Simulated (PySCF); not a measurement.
**Spinor energies of Cl⁴⁺ (chlorine, charge +4)**

Start: [Ne] 3s2 3p1; 3p1/2 filled at m_j = +1/2. Calculated with PySCF 2.14 in x2c-SVPall-2c (4s4p1d, 21 functions): generalised Hartree-Fock with the X2C-1e Hamiltonian and a Gaussian nucleus; one run each with spin-orbit coupling (SO) switched off, then screened by Boettger's factors.

```csv
spinor shell,electrons,"ε, spin-free (eV)","ε, screened SO (eV)",weight of nominal j (screened SO),"rms radius, screened SO (bohr)"
1s1/2,2,-2929.4,-2929.4,1.000,0.105
2s1/2,2,-354.11,-354.07,1.000,0.477
2p1/2,2,-283.42,-285.07,0.991,0.446
3s1/2,2,-79.859,-79.842,0.997,1.46
3p1/2,1,-67.179,-67.304,0.959,1.58
```

(1) Where does 2p3/2 lie, and what is the 2p spin-orbit splitting (screened SO)?

```
   quantity   spin-free  screened SO
E (hartree)  -456.09739   -456.10263
        M_J         1/2          1/2
       ⟨J²⟩       1.043        0.883
       ⟨L²⟩       2.032        2.031
       ⟨S²⟩       0.761        0.761
```

Each row is a mean over spinors that exchange with the open shell spreads, by up to 1.786 eV (2p1/2).

⟨J²⟩ departs a little from M_J(M_J + 1) because the unrestricted spinors polarise the closed shells.

Without spin-orbit coupling the j labels of p, d and f shells carry no meaning; the spin-free column gives the mean over the occupied spinors of each nl shell, and its ⟨J²⟩ belongs to a mixture of degenerate components.

## Answers

(1) At -282.54 eV, 2.526 eV above 2p1/2.
